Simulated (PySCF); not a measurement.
# Electron correlation in Lu²⁺ (lutetium, charge +2)

[Xe] 4f14 6s1, 2S determinant. All numbers are calculated (PySCF 2.14, the spin-free X2C one-electron Hamiltonian (Gaussian nucleus), in ANO-RCC-VTZP). Frozen: [Kr] 4d10; 23 electrons correlated.

```
  level  correlation energy (mhartree)
   CCSD                        -1111.9
    (T)                         -35.33
CCSD(T)                        -1147.2
```

Diagnostics: T1 = 0.011, D1 = 0.0317, largest double amplitude 0.020.

Cost of the coupled-cluster step: roughly 100 core-seconds, for 23 correlated electrons.
